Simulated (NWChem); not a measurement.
System: C₃H₈Te; SMILES C(C)([TeH])C

Output (shortened):

```
             Northwest Computational Chemistry Package (NWChem) 7.3.0
             --------------------------------------------------------

 C1  symmetry detected

                             Geometry "geometry" -> ""
                             -------------------------

 Output coordinates in angstroms (scale by  1.889725989 to convert to a.u.)

  No.       Tag          Charge          X              Y              Z
 ---- ---------------- ---------- -------------- -------------- --------------
    1 Te                  52.0000     0.01802289     0.84725509     0.02259627
    2 H                    1.0000    -1.46520651     1.10297025    -0.69184462
    3 C                    6.0000    -0.00672170    -1.30619007    -0.40469179
    4 C                    6.0000    -1.23481984    -1.98095159     0.17560799
    5 C                    6.0000     1.29440134    -1.89671371     0.11275939
    6 H                    1.0000    -0.02476073    -1.36191084    -1.50343220
    7 H                    1.0000    -1.22427205    -3.05685674    -0.07520094
    8 H                    1.0000    -1.26170133    -1.88933476     1.27258779
    9 H                    1.0000    -2.16842943    -1.55604341    -0.22123021
   10 H                    1.0000     2.17707040    -1.42138892    -0.34137766
   11 H                    1.0000     1.33697437    -2.97331427    -0.12410750
   12 H                    1.0000     1.37597609    -1.79825363     1.20754591

 Effective nuclear repulsion energy (a.u.)     336.6244619451

                                 NWChem DFT Module
                                 -----------------

 Summary of "ao basis" -> "ao basis" (spherical)
 ------------------------------------------------------------------------------
       Tag                 Description            Shells   Functions and Types
 ---------------- ------------------------------  ------  ---------------------
 Te                         def2-svp                10       26   4s4p2d
 H                          def2-svp                 3        5   2s1p
 C                          def2-svp                 6       14   3s2p1d

            General Information
            -------------------
          SCF calculation type: DFT
          Wavefunction type:  closed shell.
          No. of atoms     :    12
          No. of electrons :    50
           Alpha electrons :    25
            Beta electrons :    25
          Charge           :     0
          Spin multiplicity:     1
          Use of symmetry is: off; symmetry adaption is: off
          Maximum number of iterations: 150
          AO basis - number of functions:   108
                     number of shells:    52
          Convergence on energy requested:  1.00D-06
          Convergence on density requested:  1.00D-05
          Convergence on gradient requested:  5.00D-04

              XC Information
              --------------
                       MN15-L Method XC Functional
                        MN15-L Exchange Functional  1.000
                      MN15-L Correlation Potential  1.000

             Grid Information
             ----------------
          Grid used for XC integration:  medium
          Radial quadrature: Mura-Knowles
          Angular quadrature: Lebedev.
          Tag              B.-S. Rad. Rad. Pts. Rad. Cut. Ang. Pts.
          ---              ---------- --------- --------- ---------
          Te                  1.40      123          11.0       590
          H                   0.35       45          12.0       434
          C                   0.70       49          11.0       434
          Grid pruning is: on
          Number of quadrature shells:   630
          Spatial weights used:  Erf1

      Superposition of Atomic Density Guess
      -------------------------------------

 Sum of atomic energies:        -428.09238206

      Non-variational initial energy
      ------------------------------

 Total energy =    -386.147727
 1-e energy   =   -1015.282494
 2-e energy   =     431.168286
 HOMO         =      -0.241716
 LUMO         =       0.001677

     ---------------------------------------------
      Total Density - Mulliken Population Analysis
     ---------------------------------------------

    Atom       Charge   Shell Charges
 -----------   ------   -------------------------------------------------------
    1 Te  24    24.12   1.77  0.27  1.19  0.64  2.88  3.16  2.12  2.04  9.84  0.21
    2 H    1     0.89   0.57  0.30  0.01
    3 C    6     6.25   1.99  0.95  0.34  1.82  1.12  0.04
    4 C    6     6.22   1.99  0.96  0.18  2.05  1.02  0.02
    5 C    6     6.24   1.99  0.96  0.19  2.05  1.02  0.02
    6 H    1     0.89   0.68  0.18  0.02
    7 H    1     0.90   0.67  0.21  0.02
    8 H    1     0.90   0.67  0.21  0.02
    9 H    1     0.89   0.67  0.20  0.02
   10 H    1     0.89   0.67  0.20  0.02
   11 H    1     0.90   0.67  0.20  0.02
   12 H    1     0.90   0.67  0.21  0.02

   convergence    iter        energy       DeltaE   RMS-Dens  Diis-err
 ---------------- ----- ----------------- --------- --------- ---------
 d= 0,ls=0.0,diis     1   -385.9596943352 -5.84D+02  6.97D-03  3.59D-01
 d= 0,ls=0.0,diis     2   -385.9768167549 -1.71D-02  4.66D-03  1.26D-01
 d= 0,ls=0.0,diis     3   -385.9897245694 -1.29D-02  1.86D-03  3.31D-02
 d= 0,ls=0.0,diis     4   -385.9944849285 -4.76D-03  5.14D-04  3.25D-03
 d= 0,ls=0.0,diis     5   -385.9949519395 -4.67D-04  1.30D-04  1.21D-04
  Resetting Diis
 d= 0,ls=0.0,diis     6   -385.9949712720 -1.93D-05  2.88D-05  7.36D-06
 d= 0,ls=0.0,diis     7   -385.9949723595 -1.09D-06  1.02D-05  3.72D-07
 d= 0,ls=0.0,diis     8   -385.9949723325  2.70D-08  5.93D-06  5.56D-07

         Total DFT energy =     -385.994972332516
      One electron energy =    -1017.948355719963
           Coulomb energy =      472.796015621423
    Exchange-Corr. energy =      -38.809114071490
 Nuclear repulsion energy =      197.966481837514

 Numeric. integr. density =       49.999969615824

                       DFT Final Molecular Orbital Analysis
                       ------------------------------------

 Vector   23  Occ=2.000000D+00  E=-3.193468D-01
              MO Center= -2.2D-01,  2.6D-01, -2.0D-01, r^2= 4.0D+00
   Bfn.  Coefficient  Atom+Function         Bfn.  Coefficient  Atom+Function
  ----- ------------  ---------------      ----- ------------  ---------------
    27      0.350433   2 H  s                11     -0.315781   1 Te px
     3     -0.261402   1 Te s                28      0.217717   2 H  s
     4     -0.207505   1 Te s                14     -0.199315   1 Te px
    64      0.174011   5 C  py               99     -0.159485  11 H  s
    13     -0.139497   1 Te pz                8      0.132860   1 Te px

 Vector   24  Occ=2.000000D+00  E=-2.628736D-01
              MO Center=  1.8D-03, -2.5D-01, -5.5D-02, r^2= 4.2D+00
   Bfn.  Coefficient  Atom+Function         Bfn.  Coefficient  Atom+Function
  ----- ------------  ---------------      ----- ------------  ---------------
    12      0.374299   1 Te py               36     -0.294797   3 C  py
    15      0.260253   1 Te py               39     -0.220603   3 C  py
     4      0.207587   1 Te s                79     -0.163350   7 H  s
     9     -0.155027   1 Te py               34     -0.155182   3 C  s
     3      0.141007   1 Te s                13      0.137763   1 Te pz

 Vector   25  Occ=2.000000D+00  E=-1.856463D-01
              MO Center= -9.7D-03,  7.8D-01,  1.0D-02, r^2= 2.6D+00
   Bfn.  Coefficient  Atom+Function         Bfn.  Coefficient  Atom+Function
  ----- ------------  ---------------      ----- ------------  ---------------
    16      0.517696   1 Te pz               13      0.483270   1 Te pz
    14     -0.269816   1 Te px               11     -0.250973   1 Te px
    10     -0.199742   1 Te pz                7     -0.154695   1 Te pz
    48     -0.140867   4 C  s                15     -0.109310   1 Te py
     8      0.103569   1 Te px               12     -0.097687   1 Te py

 Vector   26  Occ=0.000000D+00  E=-3.881782D-02
              MO Center= -1.5D-02,  5.0D-01, -2.4D-02, r^2= 4.3D+00
   Bfn.  Coefficient  Atom+Function         Bfn.  Coefficient  Atom+Function
  ----- ------------  ---------------      ----- ------------  ---------------
    15      0.790578   1 Te py               34      0.793948   3 C  s
    28     -0.574189   2 H  s                14     -0.496720   1 Te px
    39      0.417843   3 C  py               12      0.298215   1 Te py
    36      0.253091   3 C  py               11     -0.197754   1 Te px
    62      0.195862   5 C  s                27     -0.187660   2 H  s

 Vector   27  Occ=0.000000D+00  E= 1.062378D-02
              MO Center= -3.5D-01,  4.8D-01, -2.1D-01, r^2= 4.9D+00
   Bfn.  Coefficient  Atom+Function         Bfn.  Coefficient  Atom+Function
  ----- ------------  ---------------      ----- ------------  ---------------
    28      1.040212   2 H  s                 4     -0.830393   1 Te s
    14      0.742378   1 Te px               34      0.623228   3 C  s
    15      0.546096   1 Te py               16      0.482467   1 Te pz
    39      0.454445   3 C  py                3     -0.377550   1 Te s
   100      0.364747  11 H  s                62     -0.286780   5 C  s

 Vector   28  Occ=0.000000D+00  E= 6.054038D-02
              MO Center= -8.9D-02, -2.1D+00, -2.8D-01, r^2= 6.9D+00
   Bfn.  Coefficient  Atom+Function         Bfn.  Coefficient  Atom+Function
  ----- ------------  ---------------      ----- ------------  ---------------
    48      1.442377   4 C  s                62      1.315478   5 C  s
    80     -0.959993   7 H  s                75     -0.828343   6 H  s
   100     -0.781872  11 H  s                34      0.625907   3 C  s
    95     -0.617004  10 H  s                85     -0.572799   8 H  s
    90     -0.572616   9 H  s               105     -0.512811  12 H  s

[...]
```

Level: MN15-L/def2-SVP with def2 effective core potentials on Te. Structure relaxed at the PBE0/def2-SVP level. No frequency run checked for a minimum. def2 effective core potentials on Te; no spin-orbit coupling.

Question: Which NWChem input produces such a log?

Answer: Several could match; the one computed here: the input that was run:
```
start job
memory heap 200 mb stack 900 mb global 1100 mb
geometry units angstroms noautoz
  Te     0.037080     0.849897    -0.011376
  H     -1.442801     1.107847    -0.731931
  C     -0.004061    -1.308782    -0.410031
  C     -1.238518    -1.965984     0.176891
  C      1.291401    -1.902677     0.117664
  H     -0.020602    -1.378982    -1.507965
  H     -1.236097    -3.045183    -0.059566
  H     -1.266607    -1.859559     1.272503
  H     -2.168011    -1.538997    -0.227311
  H      2.178629    -1.440465    -0.341101
  H      1.325816    -2.982640    -0.104783
  H      1.371823    -1.790300     1.211195
end
basis spherical
  Te library def2-svp
  H library def2-svp
  C library def2-svp
end
ecp
  Te library def2-ecp
end
dft
  xc mn15-l
  iterations 150
  mulliken
end
task dft energy
```
